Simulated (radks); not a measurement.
Results of a calculation; reference values are marked as such.
Effect of the nuclear size on neutral niobium, [Kr] 4d4 5s1. Code: a radial shooting solver on a logarithmic mesh with Libxc functionals. Model: Dirac Kohn-Sham, LDA (Slater exchange, Perdew-Wang correlation), spin-unpolarised, spherical densities, finite nucleus; open shells fill j = l - 1/2 first; Fermi nuclear charge, rms radius 4.324 fm. The rms radius is varied about that value; shifts are against it.

| rms radius (fm) | total energy shift (eV) | density at nucleus (e/bohr^3) | 1s1/2 shift (meV) | 2s1/2 shift (meV) | 4p1/2 shift (meV) |
|---|---|---|---|---|---|
| 3.563 | -0.407 | 8.379e+04 | -172 | -18.2 | 0.046 |
| 3.9867 | -0.189 | 8.282e+04 | -79.9 | -8.47 | 0.021 |
| 4.324 | 0 | 8.213e+04 | 0.000 | 0.000 | 0.000 |
| 4.5099 | 0.110 | 8.177e+04 | 46.5 | 4.93 | -0.013 |
| 5.1974 | 0.553 | 8.059e+04 | 234 | 24.8 | -0.063 |

Slopes of the eigenvalues against <r^2> in GHz/fm^2, as finite differences over the two radii next to the reference (eigenvalue slopes, not the field-shift constants of lines): 1s1/2 6880, 2s1/2 729, 4p1/2 -1.85.
